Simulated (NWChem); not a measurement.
The numbers come from NWChem runs, not from measurements. System: CNO, charge 0, spin multiplicity 2, displaced from the optimised geometry. The structure started from a generated list of species. Its SCF solution wasn't tested for a lower state.

Input file:

```
start mol
memory heap 200 mb stack 900 mb global 1100 mb
geometry units angstroms nocenter noautoz
  O      0.000000     0.000000     1.173591
  C      0.000000     0.000000    -0.042633
  N      0.000000     0.000000    -1.304704
  symmetry group C2v
end
basis spherical
  * library def2-svp
end
dft
  xc pbe0
  odft
  mult 2
  semidirect memsize 60000000 filesize 0
  iterations 100
  convergence nodiis damp 40
end
task dft gradient
```

The output up to the point where the run's verdict is printed (cleaned and shortened):

```
             Northwest Computational Chemistry Package (NWChem) 7.3.0
             --------------------------------------------------------

                                NWChem Input Module
                                -------------------

 Scaling coordinates for geometry "geometry" by  1.889725989
 (inverse scale =  0.529177249)

 Turning off AUTOSYM since
 SYMMETRY directive was detected!

                             Geometry "geometry" -> ""
                             -------------------------

 Output coordinates in angstroms (scale by  1.889725989 to convert to a.u.)

  No.       Tag          Charge          X              Y              Z
 ---- ---------------- ---------- -------------- -------------- --------------
    1 O                    8.0000     0.00000000     0.00000000     1.17359100
    2 C                    6.0000     0.00000000     0.00000000    -0.04263300
    3 N                    7.0000     0.00000000     0.00000000    -1.30470400

 Effective nuclear repulsion energy (a.u.)      50.4524092760

            Nuclear Dipole moment (a.u.)
            ----------------------------
        X                 Y               Z
 ---------------- ---------------- ----------------
     0.0000000000     0.0000000000     0.0000037795

      Symmetry information
      --------------------

 Group name             C2v
 Group number             16
 Group order               4
 No. of unique centers     3

      Symmetry unique atoms

     1    2    3


 Summary of "ao basis" -> "" (spherical)
 ------------------------------------------------------------------------------
       Tag                 Description            Shells   Functions and Types
 ---------------- ------------------------------  ------  ---------------------
 *                          def2-svp                  on all atoms

                                 NWChem DFT Module
                                 -----------------

 Summary of "ao basis" -> "ao basis" (spherical)
 ------------------------------------------------------------------------------
       Tag                 Description            Shells   Functions and Types
[...]
 !! scf_movecs_sym_adapt:   14 vectors were symmetry contaminated

  Symmetry fudging

 !! scf_movecs_sym_adapt:    6 vectors were symmetry contaminated

 d= 0,ls=0.0         92   -135.5036512276  8.89D-01  3.12D-01               2.5
                                                     1.65D-01

 !! scf_movecs_sym_adapt:   18 vectors were symmetry contaminated

  Symmetry fudging

 !! scf_movecs_sym_adapt:   12 vectors were symmetry contaminated

 !! scf_movecs_sym_adapt:   18 vectors were symmetry contaminated

  Symmetry fudging

 !! scf_movecs_sym_adapt:   14 vectors were symmetry contaminated

 d= 0,ls=0.0         93   -136.3930949590 -8.89D-01  3.12D-01               2.5
                                                     1.65D-01

 !! scf_movecs_sym_adapt:   16 vectors were symmetry contaminated

  Symmetry fudging

 !! scf_movecs_sym_adapt:   14 vectors were symmetry contaminated

 !! scf_movecs_sym_adapt:   12 vectors were symmetry contaminated

  Symmetry fudging

 !! scf_movecs_sym_adapt:    8 vectors were symmetry contaminated

 d= 0,ls=0.0         94   -135.5036512276  8.89D-01  3.12D-01               2.6
                                                     1.65D-01

 !! scf_movecs_sym_adapt:   18 vectors were symmetry contaminated

  Symmetry fudging

 !! scf_movecs_sym_adapt:   12 vectors were symmetry contaminated

 !! scf_movecs_sym_adapt:   14 vectors were symmetry contaminated

  Symmetry fudging

 !! scf_movecs_sym_adapt:    8 vectors were symmetry contaminated

 d= 0,ls=0.0         95   -136.3930949590 -8.89D-01  3.12D-01               2.6
                                                     1.65D-01

 !! scf_movecs_sym_adapt:   16 vectors were symmetry contaminated

  Symmetry fudging

 !! scf_movecs_sym_adapt:   14 vectors were symmetry contaminated

 !! scf_movecs_sym_adapt:   14 vectors were symmetry contaminated

  Symmetry fudging

 !! scf_movecs_sym_adapt:    4 vectors were symmetry contaminated

 d= 0,ls=0.0         96   -135.5036512276  8.89D-01  3.12D-01               2.6
                                                     1.65D-01

 !! scf_movecs_sym_adapt:   18 vectors were symmetry contaminated

  Symmetry fudging

 !! scf_movecs_sym_adapt:   10 vectors were symmetry contaminated

 !! scf_movecs_sym_adapt:   16 vectors were symmetry contaminated

  Symmetry fudging

 !! scf_movecs_sym_adapt:    8 vectors were symmetry contaminated

 d= 0,ls=0.0         97   -136.3930949590 -8.89D-01  3.12D-01               2.6
                                                     1.65D-01

 !! scf_movecs_sym_adapt:   18 vectors were symmetry contaminated

  Symmetry fudging

 !! scf_movecs_sym_adapt:   14 vectors were symmetry contaminated

 !! scf_movecs_sym_adapt:   14 vectors were symmetry contaminated

  Symmetry fudging

 !! scf_movecs_sym_adapt:    4 vectors were symmetry contaminated

 d= 0,ls=0.0         98   -135.5036512276  8.89D-01  3.12D-01               2.7
                                                     1.65D-01

 !! scf_movecs_sym_adapt:   16 vectors were symmetry contaminated

  Symmetry fudging

 !! scf_movecs_sym_adapt:   14 vectors were symmetry contaminated

 !! scf_movecs_sym_adapt:   18 vectors were symmetry contaminated

  Symmetry fudging

 !! scf_movecs_sym_adapt:   10 vectors were symmetry contaminated

 d= 0,ls=0.0         99   -136.3930949590 -8.89D-01  3.12D-01               2.7
                                                     1.65D-01

 !! scf_movecs_sym_adapt:   16 vectors were symmetry contaminated

  Symmetry fudging

 !! scf_movecs_sym_adapt:   14 vectors were symmetry contaminated

 !! scf_movecs_sym_adapt:   14 vectors were symmetry contaminated

  Symmetry fudging

 !! scf_movecs_sym_adapt:    6 vectors were symmetry contaminated

 d= 0,ls=0.0        100   -135.5036512276  8.89D-01  3.12D-01               2.7
                                                     1.65D-01
```

The run did not converge; its last values are not results. The next line reads: Calculation failed to converge. NWChem stopped with the message: dft gradient failed.
